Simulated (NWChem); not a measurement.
System: BH₂O₂F; SMILES OB(F)O

```xyz
6

B      0.0000     0.0000    -0.0339
F      0.0000     0.0000     1.3110
O     -1.1679     0.0000    -0.7113
H     -1.9297     0.0000    -0.1247
O      1.1679     0.0000    -0.7113
H      1.9297     0.0000    -0.1247
```
Atoms are numbered in this order, from 1.

Program: NWChem. Structure relaxed at the PBE0/def2-SVP level. Ions are spin-unrestricted doublets at the neutral geometry; other ion states weren't tried.

### Question
Predict the results for PBE/def2-SVP. Quantities: −ε(HOMO) (eV).

### Answer
```json
{
  "−ε(HOMO) (eV)": "7.50"
}
```
